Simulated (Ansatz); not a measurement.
ClF2H2NTi, SMILES `[NH2][Ti]([F])([F])[Cl]`. Total charge 0; spin multiplicity 1.

```xyz
7

N     0.4089    1.0140   -0.3505
Ti   -0.3633   -0.5684    0.2051
F    -1.2043   -0.2357    1.7009
F    -1.3836   -1.1306   -1.0979
Cl    1.2069   -2.0675    0.5841
H     0.7194    1.7476    0.2725
H     0.6160    1.2405   -1.3142
```

Q: List the harmonic frequencies (cm⁻¹, unscaled) at PBE0-D4/def2-TZVP in Ansatz. (Estimate.)

A: Ansatz gave: 123, 162, 180, 194, 198, 242, 436, 470, 528, 728, 772, 807, 1516, 3555, 3662.

Q: Is this a minimum?

A: Yes, all 15 modes are real.

Q: Give the ideal-gas thermochemistry at 298.15 K and 1 bar (rigid rotor, harmonic oscillator; point group Cs, symmetry number 1).

A: Zero-point energy 81.2 kJ/mol; H(298) − E = 103.0 kJ/mol; entropy 356.7 J/(mol·K), of which translation 170.2, rotation 115.6, vibration 70.8; G(298) − E = -3.3 kJ/mol.

Q: Rotational constants (cm⁻¹)?

A: 0.1067, 0.06746, 0.06499.
